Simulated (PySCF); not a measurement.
C4H7BN2O2.
SMILES: `c1nccn1CB(O)O`

A PySCF run (density fitting, gas phase, GFN2-xTB geometry) gave HOMO -4.86 eV, LUMO 0.38 eV, dipole 6.04 D and E = -441.238 Eh.

Task: Which of these levels was it?
A. PBE0/def2-SVPD
B. OLYP/6-31G
C. OLYP/pcSseg-1
D. B3LYP/pcSseg-1
E. PBE0/pcSseg-1

Result: B. It is OLYP/6-31G. All candidates on this geometry:

```json
{"level and settings": "OLYP/pcSseg-1", "kind": "GGA", "basis functions": "188", "SCF cycles": "16", "E (Eh)": "-441.3483", "HOMO (eV)": "-5.01", "LUMO (eV)": "-0.36", "dipole (D)": "5.63"}
{"level and settings": "OLYP/6-31G, grid level 1, fitting basis def2-qzvpp-jkfit", "kind": "GGA", "basis functions": "95", "SCF cycles": "13", "E (Eh)": "-441.2378", "HOMO (eV)": "-4.86", "LUMO (eV)": "0.38", "dipole (D)": "6.04"}
{"level and settings": "PBE0/def2-SVPD", "kind": "global hybrid", "basis functions": "242", "SCF cycles": "14", "E (Eh)": "-440.7565", "HOMO (eV)": "-6.36", "LUMO (eV)": "-0.34", "dipole (D)": "5.58"}
{"level and settings": "B3LYP/pcSseg-1, fitting basis def2-universal-jkfit", "kind": "global hybrid", "basis functions": "188", "SCF cycles": "11", "E (Eh)": "-441.5095", "HOMO (eV)": "-6.05", "LUMO (eV)": "0.25", "dipole (D)": "5.76"}
{"level and settings": "PBE0/pcSseg-1", "kind": "global hybrid", "basis functions": "188", "SCF cycles": "14", "E (Eh)": "-440.9998", "HOMO (eV)": "-6.28", "LUMO (eV)": "0.64", "dipole (D)": "5.80"}
```

The nearest other candidate, by the summed differences of HOMO and LUMO, is OLYP/pcSseg-1: its HOMO differs by -0.15 eV and its LUMO by -0.74 eV. Cycle counts include a coarse-grid stage where the run had one.

Conformer computed: `[OH:1][B:2]([OH:3])[CH2:4][n:5]1[cH:6][cH:7][n:8][cH:9]1`: O1–B2–C4–N5 180°, B2–C4–N5–C6 -72°, H–O1–B2–O3 180°, H–O3–B2–O1 0°.
